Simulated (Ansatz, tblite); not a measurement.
Potential energy curve for Al(Me)2(OSiOH3), SMILES [Al]([CH3])([CH3])[O][Si](O)(O)O. The Al1–O10 bond (Al1 also carries C, C; O10 carries Si) is pulled apart rigidly from the PBE0/def2-SVP optimised geometry. Each curve is given relative to its own lowest point near equilibrium.

```json
[
 {"R / Å": "1.42", "A": "51.6", "B": "37.1", "C": "48.9", "D": "48.9"},
 {"R / Å": "1.51", "A": "22.4", "B": "13.1", "C": "20.5", "D": "20.5"},
 {"R / Å": "1.62", "A": "5.0", "B": "1.5", "C": "4.1", "D": "4.1"},
 {"R / Å": "1.67", "A": "1.5", "B": "0.0", "C": "1.0", "D": "1.0"},
 {"R / Å": "1.73", "A": "0.0", "B": "0.1", "C": "0.0", "D": "0.0"},
 {"R / Å": "1.76", "A": "0.1", "B": "0.7", "C": "0.3", "D": "0.3"},
 {"R / Å": "1.83", "A": "1.9", "B": "3.2", "C": "2.7", "D": "2.7"},
 {"R / Å": "1.93", "A": "7.3", "B": "8.6", "C": "8.9", "D": "8.9"},
 {"R / Å": "2.11", "A": "21.5", "B": "21.0", "C": "24.5", "D": "24.5"},
 {"R / Å": "2.26", "A": "34.9", "B": "32.3", "C": "38.9", "D": "38.9"},
 {"R / Å": "2.54", "A": "58.7", "B": "53.8", "C": "64.5", "D": "64.5"},
 {"R / Å": "2.86", "A": "81.4", "B": "76.5", "C": "89.2", "D": "89.2"},
 {"R / Å": "3.18", "A": "98.6", "B": "95.3", "C": "108.4", "D": "108.4"},
 {"R / Å": "3.67", "A": "116.1", "B": "114.9", "C": "124.7", "D": "129.0"},
 {"R / Å": "4.28", "A": "128.0", "B": "127.3", "C": "133.0", "D": "144.3"},
 {"R / Å": "5.05", "A": "135.4", "B": "133.6", "C": "137.2", "D": "154.6"}
]
```

Energies in kcal/mol.

Problem. Assign the columns to these levels of theory: GFN2-xTB, 300 K electronic temperature in tblite; restricted PBE/def2-SVP (Ansatz, an electronic-structure program); restricted PBE0/def2-SVP run with Ansatz; unrestricted PBE0/def2-SVP run with Ansatz.

Solution. A is RKS-PBE; B is GFN2-xTB; C is UKS-PBE0; D is RKS-PBE0.

The restricted form behind RKS-PBE0, RKS-PBE keeps the bonding electrons paired and can't separate into open-shell fragments. The unrestricted determinant behind UKS-PBE0 is spin-contaminated at 3.18 to 5.05 Å (<S²> up to 0.8, against 0.00 for a pure singlet).
